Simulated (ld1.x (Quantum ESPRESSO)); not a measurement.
N (Z = 7): variants of one TM potential

Base potential:

nitrogen (N), norm-conserving Troullier–Martins (Kleinman–Bylander form), made with ld1.x (Quantum ESPRESSO) 7.5 (LDA (PZ), scalar-relativistic). Core [He], reference 2s2 2p1 (charge +2). Waves: 2s (bound): rc 0.95 bohr; 3d channel at 0.1 Ry: rc 1.60 bohr; 2p (bound): rc 1.85 bohr. Local part: the p channel. Core correction: a·sin(br)/r model core, default radius (core density twice the valence density).

All-electron outer shells of the reference configuration (LDA (PZ), scalar-relativistic, ld1.x):

```csv
shell,level (eV),outermost node (bohr),outermost maximum (bohr)
2s,-48.89,0.32,0.96
2p,-37.62,–,0.85
```

Cutoffs, loose and tight: the cutoffs (Ry, on a coarse ladder) from which the occupation-weighted sum of valence levels, in a spherical-Bessel basis at the reference potential, stays within 10 and 1 mRy of its value at 400 Ry. They do not see the model core or the augmentation charge, which bear on the density cutoff. Test errors are all-electron minus pseudo excitation energies from the reference, over the configurations 2s2 2p3; 2s2 2p2; 2s2 2p0; 2s0 2p5; 2s1 2p3; 2s1 2p4; 2s2 2p2.5 (two spin-polarised tests are not counted in the largest error). A dash means not determined; rows that change the core or the reference have their own tests.

A true bound ghost makes a file unfit for plane-wave use even where its test errors are small: the radial tests pick states by their node count and pass the ghost by.

Cutoffs are not given where the Bessel-basis levels miss the radial ones by over 6 mRy, ghosts where they miss by over 20 mRy; a channel whose overlap is not positive is not tested.

The default core radius of the base comes out at 0.45 bohr.

A file whose overlap is not positive is unfit for use, and its test errors describe a broken file.

| change | outcome | cutoff, loose | cutoff, tight | bound ghosts | largest test error (meV) |
| --- | --- | --- | --- | --- | --- |
| base | generated | 55 Ry | 140 Ry | none | +517 |
| reference 2s2 2p0 | generated | 60 Ry | 140 Ry | d | +1396 |
| core correction none | generated | 55 Ry | 140 Ry | none | +555 |
| local potential all-electron potential smoothed inside 0.80 bohr (lloc = -2) | generated | 55 Ry | 140 Ry | none | +661 |
| wave 3d channel at 0.1 Ry: rc 1.60 bohr becomes 3d channel at 0.1 Ry: rc 2.24 bohr | generated | 55 Ry | 140 Ry | none | +517 |
| wave 2p (bound): rc 1.85 bohr becomes 2p (bound): rc 2.54 bohr | generated | 55 Ry | 140 Ry | d | +1752 |
| wave 3d channel at 0.1 Ry: rc 1.60 bohr becomes 3d channel at 0.09 Ry: rc 1.60 bohr | generated | 55 Ry | 140 Ry | none | +517 |
| wave 2s (bound): rc 0.95 bohr becomes 2s (bound): rc 1.28 bohr | generated | 40 Ry | 90 Ry | none | +620 |
| type ultrasoft; waves now 2s (bound): rcut 0.85, rcutus 0.95 bohr; 2s channel at 1.05 Ry: rcut 0.85, rcutus 0.95 bohr; 2p (bound): rcut 1.60, rcutus 1.85 bohr; 2p channel at -0.15 Ry: rcut 1.60, rcutus 1.85 bohr; 3d channel at 0.1 Ry: rcut 1.40, rcutus 1.60 bohr; local potential all-electron potential smoothed inside 1.05 bohr (lloc = -1); augmentation built from norm-conserving waves at rcut, not smoothed further | generated, overlap not positive | – | – | not determined (overlap not positive) | -1423 |
| all radii but the core radius scaled by about 1.05 (s 1.00, p 1.94, d 1.68 bohr) | generated | 55 Ry | 140 Ry | none | +637 |
| functional Wu–Cohen | generated | 55 Ry | 140 Ry | none | +435 |
| functional PBE | generated | 55 Ry | 140 Ry | none | +488 |
